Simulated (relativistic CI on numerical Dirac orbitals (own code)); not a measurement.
**Hyperfine structure of Pt⁷⁺, mass number 195**

Method of calculation: Dirac-Coulomb-Breit CI, separate exchange-only KLI orbitals for each configuration, model QED (radiative potential, 1s self-energy scaled to tabulated hydrogen-like ionisation energies), unscaled Slater integrals (own radial code, finite nucleus).

CI space (outside the closed core [Kr] 4d10 4f14): 5s2.5p6.5d3, 5s2.5p6.5d2.6s, 5s2.5p6.5d2.5f, 5s2.5p6.5d2.6p, 5s2.5p5.5d4, 5s2.5p6.5d.6s.6p, 5s2.5p6.5d2.5g, 5s2.5p6.5d.5f.6s, 5s2.5p6.5d2.6d, 5s2.5p6.5d2.7s, 5s.5p6.5d4, 5s2.5p6.5d.6s2, 5s2.5p6.5f.6s2, 5s2.5p6.6s2.6p, 5s2.5p6.5g.6s2, 5s2.5p6.6s2.6d, 5s2.5p6.5d.5f2, 5s2.5p6.5f2.6s, 5s2.5p6.5f3, 5s2.5p6.5f2.6p, 5s2.5p6.5f2.5g, 5s2.5p6.5f2.6d, 5s2.5p6.5d.6p2, 5s2.5p6.6s.6p2, 5s2.5p6.5f.6p2, 5s2.5p6.6p3, 5s2.5p6.5g.6p2, 5s2.5p6.6p2.6d, 5s2.5p6.5d.5f.6p, 5s2.5p6.5f.6s.6p, 5s2.5p6.5f.5g.6p, 5s2.5p6.5f.6p.6d. Double excitations out of closed p, d and f shells are left out; levels of such configurations are missing from the list, as are those of other unlisted configurations, and high levels can miss mixing partners. These lack a partner that the ground configuration has and come out too high: 5s2.5p6.5d2.7s.

Nuclear spin I = 1/2, μ = 0.6073 μN (tables of Stone and Pyykkö). The electronic factors are computed for point nuclear moments, without core polarisation or the Bohr-Weisskopf and QED corrections.

| Level | E (cm⁻¹) | A (MHz) |
| --- | --- | --- |
| 5s2.5p6.5d3 4F_3/2 | 0.0 | 3628 |
| 5s2.5p6.5d3 4F_5/2 | 9293.6 | 2072 |
| 5s2.5p6.5d3 4F_7/2 | 16334.1 | 1873 |
| 5s2.5p6.5d3 4F_9/2 | 20653.4 | 2055 |
| 5s2.5p6.5d3 4P_1/2 | 22783.1 | -1585 |
| 5s2.5p6.5d3 2G_7/2 | 31947.9 | 2151 |
| 5s2.5p6.5d3 2H_9/2 | 33742.2 | 1947 |
| 5s2.5p6.5d3 4P_5/2 | 33841.3 | 682.6 |

Levels with J = 0, under 50 % of one LS term, or S terms without an open s electron are left out. Small factors come from cancelling terms and can be off by tens of per cent or more.

At this charge configurations can still be misplaced by up to about 7 % of their energy. Terms inside the open d or f shell come out 10 to 20 % too wide with unscaled integrals. Levels and lines within the n = 5 or 6 shells can be off by up to 10 % or somewhat more, and those that change n by about 2 %, since core polarisation is missing.

(1) Give the hyperfine levels of 5s2.5p6.5d3 4F_3/2 relative to its centre of gravity.

Results:

(1) With K = F(F + 1) − I(I + 1) − J(J + 1), E = AK/2: F = 1: -4534, F = 2: 2721 MHz.

LS names give the leading component of a level, which can be under half, so a name can repeat, a term be missing and a line seem to break the LS rules.
